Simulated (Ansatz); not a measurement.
**Abstraction of H: CH7FSi2 + CHClI → CH6FSi2 + CH2ClI**

Species: CH7FSi2 `F[SiH2]C[SiH3]`, singlet; CHClI `Cl[CH]I`, doublet; CH6FSi2 `F[SiH2]C[SiH2]`, doublet; CH2ClI `ClCI`, singlet. A radical takes H: the energy is the difference in strength between the Si–H bond broken and the C–H bond made.

Shapes, held fixed at every level: PBE0-D4/def2-TZVP. Flexible molecules stand in one conformer, not always the lowest. Programs: Ansatz 0.2.0. Electronic energies: no zero-point or thermal term.

Q: Estimate ΔE of this reaction.

A: The highest level, CCSD(T)/def2-TZVPP, gives ΔE = -24.5 kJ/mol; the levels span -38.3 to -16.7. The column of differences is taken from that level and isn't an error. No measured value is set beside it here. Spin contamination: CHClI (⟨S²⟩ up to 0.78). Open shells run unrestricted. For atoms past krypton def2 sets carry core potentials with scalar relativity. Outer-core shells of I are correlated, in sets that cover them unevenly.

```
               level                    kind  ΔE (kJ/mol)  less CCSD(T)/def2-TZVPP
      MP2/def2-TZVPP     perturbation theory        -38.3                    -13.8
r2SCAN-D4/def2-TZVPP                meta-GGA        -18.6                     +5.9
 B3LYP-D4/def2-TZVPP           global hybrid        -19.8                     +4.7
  PBE0-D4/def2-TZVPP           global hybrid        -25.9                     -1.4
  wB97X-V/def2-TZVPP  range-separated hybrid        -16.7                     +7.8
     CCSD/def2-TZVPP   coupled cluster or CI        -23.2                     +1.3
  CCSD(T)/def2-TZVPP   coupled cluster or CI        -24.5                      0.0
```
